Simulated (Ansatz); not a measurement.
Cartesian coordinates in Å:
```
S -1.041 -0.616 1.043
Ga 0.243 0.006 -0.630
H -0.490 0.225 1.933
H -0.022 -0.729 -1.979
H 1.309 1.114 -0.366
```

Charge 0, multiplicity 1.

List the CAM-B3LYP/def2-TZVPP orbital energies in eV (Ansatz). (An estimate is asked.)

Ansatz gave: Occupied: -10140.02, -2419.69, -1251.68, -1108.98, -1108.88, -1108.86, -217.74, -162.31, -162.21, -162.15, -151.98, -105.48, -105.23, -105.16, -25.29, -25.15, -25.08, -25.07, -25.00, -21.69, -14.46, -12.61, -10.34, -9.83, -9.03. Lowest empty: -0.63, 1.32, 1.48, 2.66, 3.53, 4.87, 5.22, 5.57.
